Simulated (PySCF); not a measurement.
PySCF input for CH₇Cl₂NSi₂, SMILES Cl[Si@@H](NC)[SiH2]Cl, PBE-D3(BJ)/def2-SVP. The structure is a stationary point at PBE-D3(BJ)/def2-SVP. The structure was generated by enumeration; whether it is a known compound was not checked. One conformer was computed; it need not be the lowest.

```python
import numpy as np
from pyscf import gto, scf, dft, df
from pyscf.hessian import thermo

mol = gto.M(
    atom='''
    C    -2.02131562   -0.06409856   -1.48983550
    N    -1.81081309   -0.60030335   -0.15402003
    Si   -0.53939399   -0.16254411    0.92548536
    Cl   -0.72370815    1.72206174    1.88437839
    Si    1.47391857    0.13448225   -0.24310228
    Cl    1.72218008   -1.40399142   -1.64469026
    H    -2.50753028   -0.81701064   -2.14504554
    H    -1.04429814    0.17565145   -1.95786576
    H    -2.64047873    0.86204990   -1.51167301
    H    -2.64385652   -1.02719077    0.26089191
    H    -0.52417159   -1.18726745    2.01932547
    H     2.64082883    0.12183968    0.70404094
    H     1.46572525    1.44431353   -0.98058185
    ''',
    basis='def2-SVP',
    charge=0,
    spin=0,
    max_memory=1600,
    verbose=3,
)
mf = dft.RKS(mol, xc='pbe').density_fit(auxbasis='def2-universal-jkfit')
mf.disp = 'd3bj'
mf.grids.level = 3
mf.conv_tol = 1e-11
mf.max_cycle = 100
mf.kernel()

# [left out here: the lines that compute and print the analytic Hessian (its translational invariance restored by hand, since the grid's response is missing), thermochemistry and intensities]
```

Output:

```
[...]
      11   H                 0.03 -0.18 -0.10   -0.19  0.39  0.29   -0.29  0.20  0.37
      12   H                 0.14 -0.05 -0.06    0.24 -0.32 -0.52    0.10 -0.11 -0.19
Mode                                15                  16                  17
Irrep
Freq [cm^-1]                      754.1338            800.3980            834.4530
Reduced mass [au]                   1.5510              1.1531              1.6878
Force const [Dyne/A]                0.5197              0.4352              0.6924
Char temp [K]                    1085.0306           1151.5946           1200.5921
Normal mode                   x     y     z       x     y     z       x     y     z
       0   C                -0.03  0.02 -0.07    0.01 -0.01  0.02   -0.03  0.00 -0.03
       1   N                -0.09 -0.04 -0.01    0.01 -0.00 -0.00   -0.08 -0.06 -0.01
       2  Si                 0.06  0.01  0.03   -0.02  0.02  0.02    0.08  0.04  0.04
       3  Cl                -0.00 -0.01  0.00    0.00  0.00 -0.01   -0.00 -0.00 -0.01
       4  Si                 0.01 -0.00 -0.01    0.04 -0.02 -0.04   -0.02  0.01  0.02
       5  Cl                -0.00 -0.00 -0.00   -0.01 -0.00  0.00    0.00 -0.00 -0.00
       6   H                -0.01  0.08 -0.16   -0.00 -0.02  0.03    0.04  0.08 -0.18
       7   H                 0.02  0.01  0.01   -0.00 -0.01 -0.00    0.06 -0.04  0.13
       8   H                 0.02  0.05 -0.08   -0.00 -0.01 -0.01    0.06  0.06 -0.10
       9   H                -0.08 -0.17 -0.11   -0.00  0.03 -0.01   -0.07 -0.05  0.03
      10   H                 0.02  0.41  0.41    0.06 -0.40 -0.36   -0.41 -0.37 -0.33
      11   H                -0.21  0.07  0.26   -0.30  0.18  0.38    0.06 -0.07 -0.08
      12   H                -0.20  0.10  0.18   -0.34  0.21  0.37    0.12 -0.09 -0.15
Mode                                18                  19                  20
Irrep
Freq [cm^-1]                      895.7109           1064.0597           1097.0902
Reduced mass [au]                   1.0525              1.2184              1.3025
Force const [Dyne/A]                0.4975              0.8128              0.9237
Char temp [K]                    1288.7285           1530.9450           1578.4686
Normal mode                   x     y     z       x     y     z       x     y     z
       0   C                 0.00  0.00  0.00    0.10  0.01  0.01    0.03 -0.11 -0.06
       1   N                 0.01  0.00 -0.00   -0.06 -0.02  0.02   -0.01  0.05  0.03
       2  Si                -0.01  0.00  0.00    0.02  0.01  0.00   -0.00  0.00  0.00
       3  Cl                 0.00 -0.00 -0.00   -0.00 -0.00 -0.00    0.00 -0.00 -0.00
       4  Si                 0.02  0.03  0.01   -0.00  0.00  0.00    0.00  0.00 -0.00
       5  Cl                 0.00  0.00  0.00    0.00 -0.00 -0.00   -0.00 -0.00 -0.00
       6   H                -0.00 -0.01  0.02   -0.18 -0.08  0.32   -0.22  0.33 -0.37
       7   H                -0.01  0.00 -0.02   -0.17  0.16 -0.45   -0.04  0.30  0.02
       8   H                -0.01 -0.01  0.01   -0.21 -0.19  0.20    0.13 -0.03  0.58
       9   H                -0.00  0.01 -0.02   -0.30  0.03 -0.43    0.04 -0.01  0.06
      10   H                 0.04 -0.02 -0.01   -0.11 -0.04 -0.05    0.02 -0.03 -0.03
      11   H                -0.14 -0.64  0.18    0.02  0.01 -0.03   -0.00 -0.01  0.00
      12   H                -0.52 -0.22 -0.40    0.03 -0.01 -0.00   -0.01  0.00 -0.00
Mode                                21                  22                  23
Irrep
Freq [cm^-1]                     1138.3595           1346.4647           1400.4236
Reduced mass [au]                   3.8856              1.4646              1.1162
Force const [Dyne/A]                2.9667              1.5644              1.2898
Char temp [K]                    1637.8459           1937.2629           2014.8978
Normal mode                   x     y     z       x     y     z       x     y     z
       0   C                -0.01 -0.08  0.15    0.09  0.02  0.02    0.00 -0.01  0.09
       1   N                -0.03  0.06 -0.17   -0.09 -0.00 -0.10    0.00  0.01  0.01
       2  Si                 0.02  0.00  0.02    0.01  0.00  0.01   -0.00 -0.00 -0.00
       3  Cl                 0.00  0.00 -0.00    0.00 -0.00 -0.00    0.00  0.00  0.00
       4  Si                -0.00  0.00  0.00   -0.00 -0.00 -0.00    0.00 -0.00 -0.00
       5  Cl                 0.00 -0.00 -0.00    0.00  0.00  0.00   -0.00  0.00  0.00
       6   H                 0.04  0.01 -0.01   -0.17  0.06  0.16    0.28  0.30 -0.51
       7   H                 0.03 -0.07  0.24    0.02 -0.01 -0.12   -0.25 -0.20 -0.56
       8   H                 0.08  0.00  0.09   -0.23 -0.19  0.05   -0.06 -0.06 -0.20
       9   H                -0.10  0.06 -0.31    0.31 -0.09  0.62    0.02  0.00  0.04
      10   H                 0.06  0.04  0.04    0.04  0.01  0.02    0.01  0.00  0.00
      11   H                 0.01  0.00 -0.01   -0.01 -0.00  0.01    0.00  0.00  0.00
      12   H                 0.01 -0.01 -0.01   -0.00  0.00  0.00    0.00 -0.00  0.00
Mode                                24                  25                  26
Irrep
Freq [cm^-1]                     1408.5287           1443.4886           2160.1850
Reduced mass [au]                   1.0725              1.0490              1.0304
Force const [Dyne/A]                1.2537              1.2878              2.8329
Char temp [K]                    2026.5592           2076.8587           3108.0252
Normal mode                   x     y     z       x     y     z       x     y     z
       0   C                 0.02 -0.06  0.04    0.03  0.01  0.00   -0.00 -0.00 -0.00
       1   N                 0.00 -0.01  0.00    0.04  0.00  0.03    0.00  0.00 -0.00
       2  Si                -0.00 -0.00 -0.00   -0.00 -0.00 -0.00   -0.00  0.00 -0.00
       3  Cl                 0.00  0.00  0.00   -0.00  0.00  0.00    0.00 -0.00 -0.00
       4  Si                -0.00  0.00  0.00   -0.00 -0.00  0.00    0.02  0.02  0.00
       5  Cl                -0.00 -0.00 -0.00    0.00 -0.00  0.00    0.00  0.00  0.00
       6   H                -0.31  0.14  0.08   -0.41  0.39 -0.14   -0.00 -0.00  0.00
       7   H                -0.17  0.59 -0.02    0.20 -0.22  0.30    0.00  0.00  0.00
       8   H                 0.24  0.12 -0.59   -0.47 -0.31 -0.26   -0.00  0.00  0.00
       9   H                 0.02 -0.00  0.04   -0.08  0.03 -0.18    0.00 -0.00  0.00
      10   H                 0.01  0.01  0.00   -0.00  0.01 -0.00    0.01 -0.04  0.04
      11   H                 0.00 -0.00 -0.01    0.00  0.00 -0.00   -0.49  0.02 -0.40
      12   H                 0.00 -0.00 -0.01    0.00 -0.00  0.00    0.02 -0.65  0.38
Mode                                27                  28                  29
Irrep
Freq [cm^-1]                     2172.3295           2185.3862           2931.1188
Reduced mass [au]                   1.0516              1.0432              1.0417
Force const [Dyne/A]                2.9239              2.9355              5.2731
Char temp [K]                    3125.4984           3144.2842           4217.2274
Normal mode                   x     y     z       x     y     z       x     y     z
       0   C                -0.00 -0.00  0.00    0.00  0.00 -0.00    0.02 -0.04  0.03
       1   N                 0.00  0.00 -0.00   -0.00 -0.00  0.00    0.00  0.00  0.00
       2  Si                 0.00  0.01 -0.01    0.00 -0.02  0.02   -0.00 -0.00 -0.00
       3  Cl                 0.00  0.00 -0.00   -0.00 -0.00 -0.00    0.00  0.00  0.00
       4  Si                 0.02 -0.02  0.03    0.01 -0.00  0.01   -0.00 -0.00  0.00
       5  Cl                -0.00  0.00 -0.00   -0.00  0.00  0.00   -0.00  0.00 -0.00
       6   H                 0.00  0.00 -0.00    0.00 -0.00  0.00   -0.17 -0.29 -0.23
       7   H                -0.00 -0.00 -0.00   -0.00 -0.00 -0.00    0.33  0.07 -0.15
       8   H                 0.00 -0.00 -0.00   -0.00  0.00  0.00   -0.45  0.67  0.01
       9   H                -0.00  0.00 -0.00    0.00 -0.00  0.01   -0.00 -0.00  0.00
      10   H                 0.00 -0.18  0.19   -0.01  0.64 -0.69    0.00 -0.00  0.00
      11   H                -0.56  0.01 -0.44   -0.19  0.00 -0.14    0.00  0.00 -0.00
      12   H                 0.01  0.53 -0.30    0.00  0.11 -0.06    0.00  0.00 -0.00
Mode                                30                  31                  32
Irrep
Freq [cm^-1]                     3011.1380           3047.5671           3504.6307
Reduced mass [au]                   1.0978              1.1030              1.0750
Force const [Dyne/A]                5.8645              6.0356              7.7792
Char temp [K]                    4332.3571           4384.7706           5042.3833
Normal mode                   x     y     z       x     y     z       x     y     z
       0   C                -0.03  0.07  0.05    0.08  0.04 -0.00    0.00 -0.00  0.00
       1   N                 0.00 -0.00 -0.00   -0.00 -0.00  0.00    0.06  0.03 -0.03
       2  Si                -0.00  0.00 -0.00   -0.00  0.00 -0.00   -0.00 -0.00 -0.00
       3  Cl                -0.00 -0.00 -0.00    0.00 -0.00  0.00   -0.00 -0.00 -0.00
       4  Si                 0.00  0.00  0.00   -0.00  0.00 -0.00   -0.00 -0.00  0.00
       5  Cl                -0.00 -0.00 -0.00    0.00 -0.00  0.00   -0.00  0.00  0.00
       6   H                -0.31 -0.46 -0.38   -0.23 -0.38 -0.32   -0.00 -0.00 -0.00
       7   H                 0.38  0.11 -0.17   -0.68 -0.16  0.32   -0.01 -0.00  0.01
       8   H                 0.29 -0.42  0.00   -0.03  0.07  0.00    0.00 -0.00  0.00
       9   H                -0.00 -0.00  0.00    0.01  0.00 -0.00   -0.78 -0.41  0.38
      10   H                 0.00  0.00 -0.00   -0.00 -0.00  0.00   -0.00 -0.00  0.00
      11   H                 0.00 -0.00 -0.00    0.00 -0.00  0.00   -0.00  0.00 -0.00
      12   H                -0.00  0.00 -0.00    0.00 -0.00  0.00   -0.00 -0.00  0.00
temperature 298.1500 [K]
pressure 101325.00 [Pa]
Rotational constants [GHz] 2.01581 0.85950 0.66940
Symmetry number 1
Zero-point energy (ZPE) 0.08206 [Eh]   215446.239 [J/mol]
                           tot       elec      trans        rot        vib
Entropy [J/mol/K]       428.030      0.000    172.053    125.546    130.431
Cv [J/mol/K]            138.760      0.000     12.472     12.472    113.817
Cp [J/mol/K]            147.075      0.000     20.786     12.472    113.817
Internal energy [J/mol]                      3718.434   3718.434 234581.395
Internal energy [Eh]   -1595.14204  -1595.23422
Enthalpy [J/mol]                             6197.391   3718.434 234581.395
Enthalpy [Eh]          -1595.14110
Gibbs free energy [J/mol]                  -45100.222 -33713.068 195693.351
Gibbs free energy [Eh] -1595.18970
mode   freq/cm-1   IR/(km/mol)
   1       42.28         1.419
   2       63.64         2.468
   3       75.63         0.910
   4       95.74         2.317
   5      134.86         1.507
   6      146.37         0.744
   7      240.22         7.278
   8      320.55        12.507
   9      404.81         3.684
  10      437.49        30.142
  11      483.71        20.766
  12      502.00       150.932
  13      530.33        36.869
  14      660.19        36.391
  15      686.53        87.852
  16      754.13       119.687
  17      800.40        48.078
  18      834.45       156.253
  19      895.71        67.556
  20     1064.06         7.037
  21     1097.09         2.490
  22     1138.36        82.336
  23     1346.46        31.231
  24     1400.42         3.703
  25     1408.53         8.176
  26     1443.49         4.226
  27     2160.18        65.129
  28     2172.33        44.924
  29     2185.39       122.063
  30     2931.12        68.194
  31     3011.14        20.413
  32     3047.57        16.481
  33     3504.63        28.788
max |gradient| / (hartree/bohr): 3.788905349696013e-05
APT charges: [ 0.327  -0.7871  1.2747 -0.6057  0.9607 -0.5154 -0.0335  0.0082 -0.0577
  0.1455 -0.2558 -0.226  -0.2349]
```

The run converged.

Cost: around 5 core-minutes (rough).
